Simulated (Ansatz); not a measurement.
Ansatz (a first-principles code) input file for difluoro(fluorosilyl)silane (F3H3Si2), SMILES F[SiH2][SiH](F)F, PBE-D3(BJ)/def2-SVP. 

Ansatz 0.2 input:
```yaml
crystal:
  periodic: [false, false, false]
  atoms:
    - {symbol: Si, position_ang: [1.38389522, -0.10471397, -0.26391810]}
    - {symbol: F, position_ang: [2.09237256, 0.58432521, 1.03647541]}
    - {symbol: Si, position_ang: [-0.89788042, -0.25922062, 0.18463944]}
    - {symbol: F, position_ang: [-1.56788243, -1.06496902, -1.05517817]}
    - {symbol: F, position_ang: [-1.53785728, 1.23003997, 0.19527298]}
    - {symbol: H, position_ang: [1.63044517, 0.74330123, -1.45990773]}
    - {symbol: H, position_ang: [1.97293046, -1.45633556, -0.46332996]}
    - {symbol: H, position_ang: [-1.28727848, -0.93644688, 1.44400716]}
basis:
  gaussian:
    orbitals: def2-SVP
hamiltonian:
  xc: pbe
  dispersion: d3bj
relax: {f_tol: 0.002, max_steps: 200}
```

Program output:

```
WARN ansatz: RAYON_NUM_THREADS=1 ignored (pool sized by the plan → 1); use --threads N
Functional definition: PBE
integrals: 0.04 GiB planned
1010 factors; their error is unknown
mean field: 0.21 GiB planned
mean field evaluation 1: about -23927.6747 eV, gradient 5.0e1 eV
mean field evaluation 2: about -23914.4381 eV, gradient 1.1e2 eV
mean field evaluation 4: about -23931.5683 eV, gradient 2.9e0 eV
mean field evaluation 8: about -23931.5877 eV, gradient 4.9e-2 eV
mean field evaluation 16: about -23931.4992 eV, gradient 1.4e-5 eV
mean field -23931.49923547 eV, -879.4663755506 hartree, gradient 1.4e-5 eV, S^2 0.000000; 0 other end points of the search recorded, 0 dependent functions left out
the calculation of the forces begins
reference -23931.49926762 eV, -879.4663767323 hartree; 29, 29 occupied and 64, 64 virtual orbitals, 1010 factors
relax step   1: F+E_penalty+E_count = -23931.64806078 eV  Δ(F+E_penalty+E_count) = +0.000e0 eV  max|allowed force component| = 4.138e-1 eV/Å  Δτ_max = 0.0000 Å  (25 SCF iters, accepted)
these checks for a lower state are left out or cut short: starts, cluster_reference, orbital_swaps, neighbouring_geometries, increment
integrals: 0.04 GiB planned
1010 factors; their error is unknown
mean field: 0.21 GiB planned
mean field -23931.51512696 eV, -879.4669595521 hartree, gradient 1.3e-5 eV, S^2 0.000000; 0 other end points of the search recorded, 0 dependent functions left out
the calculation of the forces begins
reference -23931.51515916 eV, -879.4669607355 hartree; 29, 29 occupied and 64, 64 virtual orbitals, 1010 factors
relax step   2: F+E_penalty+E_count = -23931.66289043 eV  Δ(F+E_penalty+E_count) = -1.483e-2 eV  max|allowed force component| = 2.226e-1 eV/Å  Δτ_max = 0.0344 Å  (27 SCF iters, accepted)
these checks for a lower state are left out or cut short: starts, cluster_reference, orbital_swaps, neighbouring_geometries, increment
integrals: 0.04 GiB planned
1010 factors; their error is unknown
mean field: 0.21 GiB planned
mean field -23931.51750016 eV, -879.4670467658 hartree, gradient 1.4e-5 eV, S^2 0.000000; 0 other end points of the search recorded, 0 dependent functions left out
the calculation of the forces begins
reference -23931.51753235 eV, -879.4670479487 hartree; 29, 29 occupied and 64, 64 virtual orbitals, 1010 factors
relax step   3: F+E_penalty+E_count = -23931.66511046 eV  Δ(F+E_penalty+E_count) = -2.220e-3 eV  max|allowed force component| = 1.129e-1 eV/Å  Δτ_max = 0.0194 Å  (27 SCF iters, accepted)
these checks for a lower state are left out or cut short: starts, cluster_reference, orbital_swaps, neighbouring_geometries, increment
integrals: 0.04 GiB planned
1010 factors; their error is unknown
mean field: 0.21 GiB planned
mean field evaluation 32: about -23931.6023 eV, gradient 6.8e-1 eV
mean field -23931.51853361 eV, -879.4670847442 hartree, gradient 1.4e-5 eV, S^2 0.000000; 0 other end points of the search recorded, 0 dependent functions left out
the calculation of the forces begins
reference -23931.51856576 eV, -879.4670859260 hartree; 29, 29 occupied and 64, 64 virtual orbitals, 1010 factors
relax step   4: F+E_penalty+E_count = -23931.66610978 eV  Δ(F+E_penalty+E_count) = -9.993e-4 eV  max|allowed force component| = 1.762e-2 eV/Å  Δτ_max = 0.0128 Å  (28 SCF iters, accepted)
these checks for a lower state are left out or cut short: starts, cluster_reference, orbital_swaps, neighbouring_geometries, increment
integrals: 0.04 GiB planned
1010 factors; their error is unknown
mean field: 0.21 GiB planned
mean field -23931.51851801 eV, -879.4670841709 hartree, gradient 6.0e-5 eV, S^2 0.000000; 0 other end points of the search recorded, 0 dependent functions left out
the calculation of the forces begins
reference -23931.51855016 eV, -879.4670853525 hartree; 29, 29 occupied and 64, 64 virtual orbitals, 1010 factors
relax step   5: F+E_penalty+E_count = -23931.66614122 eV  Δ(F+E_penalty+E_count) = -3.144e-5 eV  max|allowed force component| = 4.588e-3 eV/Å  Δτ_max = 0.0015 Å  (18 SCF iters, accepted)
these checks for a lower state are left out or cut short: starts, cluster_reference, orbital_swaps, neighbouring_geometries, increment
integrals: 0.04 GiB planned
1010 factors; their error is unknown
mean field: 0.21 GiB planned
mean field -23931.51853371 eV, -879.4670847480 hartree, gradient 1.3e-5 eV, S^2 0.000000; 0 other end points of the search recorded, 0 dependent functions left out
the calculation of the forces begins
reference -23931.51856586 eV, -879.4670859295 hartree; 29, 29 occupied and 64, 64 virtual orbitals, 1010 factors
relax step   6: F+E_penalty+E_count = -23931.66616775 eV  Δ(F+E_penalty+E_count) = -2.652e-5 eV  max|allowed force component| = 1.396e-3 eV/Å  Δτ_max = 0.0077 Å  (28 SCF iters, accepted)
these checks for a lower state are left out or cut short: starts, cluster_reference, orbital_swaps, neighbouring_geometries, increment
integrals: 0.04 GiB planned
1010 factors; their error is unknown
mean field: 0.21 GiB planned
mean field -23931.51853712 eV, -879.4670848732 hartree, gradient 5.6e-6 eV, S^2 0.000000; 0 other end points of the search recorded, 0 dependent functions left out
the calculation of the forces begins
reference -23931.51856927 eV, -879.4670860547 hartree; 29, 29 occupied and 64, 64 virtual orbitals, 1010 factors
relax step   7: F+E_penalty+E_count = -23931.66617197 eV  Δ(F+E_penalty+E_count) = -4.222e-6 eV  max|allowed force component| = 1.671e-3 eV/Å  Δτ_max = 0.0043 Å  (22 SCF iters, accepted)
integrals: 0.04 GiB planned
1010 factors; their error is unknown
mean field: 0.21 GiB planned
mean field evaluation 64: about -23931.6072 eV, gradient 2.0e-1 eV
mean field -23931.51853712 eV, -879.4670848732 hartree, gradient 5.6e-6 eV, S^2 0.000000; 1 other end points of the search recorded, 0 dependent functions left out
the calculation of the forces begins
reference -23931.51856927 eV, -879.4670860547 hartree; 29, 29 occupied and 64, 64 virtual orbitals, 1010 factors
Total energy: -23931.66620412 eV, -879.4725115355 hartree
Atom 0 at     1.395710    -0.102966    -0.259055 Å, force     0.001671     0.000153     0.000671 eV/Å
Atom 1 at     2.125024     0.605356     1.033946 Å, force    -0.000572     0.000461    -0.000246 eV/Å
Atom 2 at    -0.909372    -0.259489     0.189540 Å, force    -0.000588    -0.000490    -0.000695 eV/Å
Atom 3 at    -1.571532    -1.059800    -1.074606 Å, force     0.000186     0.000268     0.000538 eV/Å
Atom 4 at    -1.554812     1.241055     0.213081 Å, force     0.000116    -0.000085     0.000141 eV/Å
Atom 5 at     1.633127     0.737487    -1.481266 Å, force    -0.000488     0.000233     0.000177 eV/Å
Atom 6 at     1.989490    -1.469662    -0.455066 Å, force    -0.000588    -0.000788    -0.000298 eV/Å
Atom 7 at    -1.318889    -0.956001     1.451487 Å, force     0.000261     0.000247    -0.000289 eV/Å
Dipole moment:     0.122435    -0.208286    -0.018711 e Å
```

The calculation finished and met its thresholds.
